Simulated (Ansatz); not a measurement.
Species: C3H11Si3, charge -1, multiplicity 1. It need not be the lowest isomer of its formula. Whether it binds its extra electron was not tested at this geometry. 
Structure (B3LYP-D3(BJ)/def2-TZVP (Ansatz, an electronic-structure program) minimum search):
```
Si
H 1 1.4930
H 1 1.5040 2 104.44
C 1 1.8662 2 109.99 3 -118.97
H 4 1.0946 1 110.54 2 58.96
H 4 1.0950 5 107.76 1 -117.86
C 1 1.8662 2 109.99 3 118.97
H 7 1.0946 1 110.54 2 -58.96
H 7 1.0950 8 107.76 1 117.86
Si 4 1.9113 5 110.08 6 -117.92
C 10 1.7813 4 111.82 5 -167.16
H 11 1.0897 10 116.62 4 -161.16
Si 11 1.7813 12 116.62 10 165.90
H 13 1.5099 11 113.52 12 39.88
H 10 1.5099 11 113.52 12 -39.88
H 10 1.5207 15 100.61 11 -130.27
H 13 1.5207 14 100.61 11 130.27
```
Charge -1, spin multiplicity 1.

Basis-set convergence of Hartree-Fock and MP2 correlation energies (hartree) with Ansatz. Valence correlation only, unless marked. Spin-orbit coupling is left out. No relativistic terms. This anion needs diffuse functions, which these sets lack.

```
basis        functions       E(HF)  E(corr, MP2)
-----------  ---------  ----------  ------------
cc-pV(D+d)Z        166  -986.83443      -0.73995
cc-pV(T+d)Z        361         ___           ___
```

Task: Complete the blanks.

Result: 
- cc-pV(T+d)Z, E(HF): -986.91275
- cc-pV(T+d)Z, E(corr, MP2): -0.91091
